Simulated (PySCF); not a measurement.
## How methods differ on the ionisation energy of Tl⁺

Tl⁺ [Xe] 4f14 5d10 6s2 (1S) → Tl²⁺ [Xe] 4f14 5d10 6s1 (2S), as a difference of total energies. All numbers are calculated (PySCF 2.14, scalar relativity by spin-free X2C-1e, in aug-cc-pVQZ-DK3). The calculations carry no spin-orbit coupling.

```json
{"method": "UHF", "ionisation energy (eV)": "18.348"}
{"method": "r2SCANh", "ionisation energy (eV)": "20.254"}
{"method": "M06-L", "ionisation energy (eV)": "19.917"}
```

For comparison: 20.428 eV (measured; NIST Atomic Spectra Database, ionization energies).
